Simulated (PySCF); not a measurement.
PhCHFCH2CH3, C9H11F.
SMILES with atom numbers: `[CH3:1][CH2:2][C@H:3]([F:4])[c:5]1[cH:6][cH:7][cH:8][cH:9][cH:10]1` (hydrogens: H11, H12, H13 on C1; H14, H15 on C2; H16 on C3; H17 on C6; H18 on C7; H19 on C8; H20 on C9; H21 on C10)

The same species was optimised twice, with GFN2-xTB and with PBE0-D3(BJ)/def2-SVP (PySCF), and the same property calculations (PySCF, gas phase) were run on both structures.

```
     coordinate  GFN2-xTB  PBE0-D3(BJ)/def2-SVP  change
     C9–C10 (Å)     1.384                 1.394  +0.010
      C2–C3 (Å)     1.534                 1.524  -0.010
      C6–C7 (Å)     1.382                 1.392  +0.010
      C7–C8 (Å)     1.385                 1.395  +0.010
      C8–C9 (Å)     1.384                 1.393  +0.009
      C5–C6 (Å)     1.390                 1.399  +0.009
     C5–C10 (Å)     1.388                 1.396  +0.008
      C1–C2 (Å)     1.524                 1.519  -0.005
      C3–C5 (Å)     1.506                 1.508  +0.002
      C3–F4 (Å)     1.383                 1.382  -0.001
   C1–C2–C3 (°)     112.2                 113.6    +1.4
   C2–C3–C5 (°)     112.2                 113.3    +1.1
   C3–C5–C6 (°)     119.1                 120.0    +0.9
   F4–C3–C5 (°)     110.6                 109.8    -0.8
  C3–C5–C10 (°)     121.5                 120.9    -0.6
   C5–C6–C7 (°)     120.3                 120.6    +0.3
  C6–C5–C10 (°)     119.4                 119.1    -0.3
   C7–C8–C9 (°)     119.8                 119.6    -0.2
C1–C2–C3–F4 (°)        66                    61      -5
C2–C3–C5–C6 (°)       -75                   -71      +4
```

Rotational constants: A = 2447, B = 907.9, C = 851.3 MHz (GFN2-xTB) against A = 2453, B = 896.9, C = 827.3 MHz (PBE0-D3(BJ)/def2-SVP). Point groups within 0.08 Å: C1 and C1.

On the GFN2-xTB structure: HOMO (eV) -7.23 [PBE0/pcSseg-1]; LUMO (eV) -0.34 [PBE0/pcSseg-1]; dipole (D) 1.68 [PBE0/pcSseg-1]; GIAO shielding of C1 (ppm) 179.2 [PBE0/pcSseg-1]; GIAO shielding of C2 (ppm) 152.2 [PBE0/pcSseg-1]; GIAO shielding of C3 (ppm) 90.2 [PBE0/pcSseg-1]; GIAO shielding of F4 (ppm) 398.4 [PBE0/pcSseg-1]; GIAO shielding of C5 (ppm) 39.9 [PBE0/pcSseg-1]; GIAO shielding of C6/C10 (mean) (ppm) 56.7 [PBE0/pcSseg-1]; GIAO shielding of C7/C9 (mean) (ppm) 53.2 [PBE0/pcSseg-1]; GIAO shielding of C8 (ppm) 54.3 [PBE0/pcSseg-1].

Q: What do these properties become on the PBE0-D3(BJ)/def2-SVP structure?

A: 
```csv
property,level,on GFN2-xTB,on PBE0-D3(BJ)/def2-SVP,change
HOMO (eV),PBE0/pcSseg-1,-7.23,-7.20,+0.03
LUMO (eV),PBE0/pcSseg-1,-0.34,-0.39,-0.05
dipole (D),PBE0/pcSseg-1,1.68,1.62,-0.06
"energy, GFN2-xTB geometry as zero (kcal/mol)",PBE0/pcSseg-1,0.0,-0.6,-0.6
GIAO shielding of C1 (ppm),PBE0/pcSseg-1,179.2,177.8,-1.4
GIAO shielding of C2 (ppm),PBE0/pcSseg-1,152.2,151.5,-0.7
GIAO shielding of C3 (ppm),PBE0/pcSseg-1,90.2,90.9,+0.7
GIAO shielding of F4 (ppm),PBE0/pcSseg-1,398.4,399.4,+1.0
GIAO shielding of C5 (ppm),PBE0/pcSseg-1,39.9,37.8,-2.1
GIAO shielding of C6/C10 (mean) (ppm),PBE0/pcSseg-1,56.7,54.5,-2.2
GIAO shielding of C7/C9 (mean) (ppm),PBE0/pcSseg-1,53.2,50.7,-2.5
GIAO shielding of C8 (ppm),PBE0/pcSseg-1,54.3,51.7,-2.6
```

The heavy atoms differ by 0.057 Å rms after alignment. Among bonds between heavy atoms C2–C3, C5–C6, C6–C7, C7–C8, C8–C9 and C9–C10 change most and about equally (-0.010 to +0.010 Å). Changes are differences of the printed values. Neither structure is proved a minimum here.

Shape of the structure used: `[CH3:1][CH2:2][C@H:3]([F:4])[c:5]1[cH:6][cH:7][cH:8][cH:9][cH:10]1`: C1–C2–C3–F4 61°, C2–C3–C5–C6 -71°.
